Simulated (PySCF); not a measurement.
Compound: C2H5ISi2.
Numbering: `[SiH3:1][C:2]#[C:3][SiH2:4][I:5]` (hydrogens: H6, H7, H8 on Si1; H9, H10 on Si4)

Computed by this run: PBE0-D3(BJ)/def2-SVP geometry optimisation, gas phase, def2 core potentials past Kr in PySCF; density fitting, grid level 1; the optimiser is geomeTRIC in internal coordinates, started from a GFN2-xTB structure with every atom displaced at random (about 0.01 Å).

Step 0: E = -25995.4643 eV
```
atom  x, y, z in Å  |  force x, y, z in eV/Å
Si1    -2.4212    0.5042   -0.1217    0.368   0.625  -0.251
C2     -0.6605    0.0432   -0.2271   -2.545   0.627   0.170
C3      0.4914   -0.2733   -0.2958    4.072  -1.123  -0.259
Si4     2.3298   -0.7079   -0.3599   -1.629   1.093   1.029
I5      3.5179    1.1519    0.7051    0.076   0.025   0.005
H6     -2.6064    1.3841    1.0517   -0.115   0.104   0.208
H7     -3.2044   -0.7115   -0.0062   -0.517  -0.607   0.071
H8     -2.7591    1.2526   -1.3630   -0.136   0.002  -0.042
H9      2.5848   -1.8872    0.4600    0.091  -0.525   0.131
H10     2.7782   -0.7769   -1.7170    0.336  -0.222  -1.062
```

Problem. Estimate the geometry and energy of step 1. (The exact step hangs on the optimiser's Hessian estimate; all steps are aligned on step 0, rigid shifts and turns removed.)

Solution. E = -25995.6202 eV, largest force 0.282 eV/Å
```
atom  x, y, z in Å  |  force x, y, z in eV/Å
Si1    -2.4319    0.5060   -0.1394   -0.181  -0.073   0.044
C2     -0.6394    0.1166   -0.1988    0.277   0.003  -0.051
C3      0.5574   -0.1474   -0.2517    0.009  -0.154   0.038
Si4     2.3211   -0.6551   -0.3170   -0.120   0.104  -0.141
I5      3.7164    1.0797    0.6958   -0.010   0.022   0.031
H6     -2.7184    1.3676    1.0425    0.032   0.015   0.000
H7     -3.2037   -0.7690   -0.0186    0.059   0.046  -0.003
H8     -2.8429    1.2077   -1.3879    0.046   0.022  -0.020
H9      2.5365   -1.9182    0.4382   -0.056   0.013   0.012
H10     2.7553   -0.8088   -1.7370   -0.057   0.004   0.090
```

The energy changes by -0.1559 eV. The first-order estimate −F·Δx gives -0.3288 eV and the mean of the old and new forces, exact on a quadratic surface, -0.1523 eV. The step makes an angle of 80° with the force vector and moves no atom by more than 0.211 Å.

What follows is the cost of the whole optimisation. Hardware: one thread of an Arm Neoverse V1, no GPU, on a shared host. Cost: 45 s of wall time, 0.58 GiB resident at most.
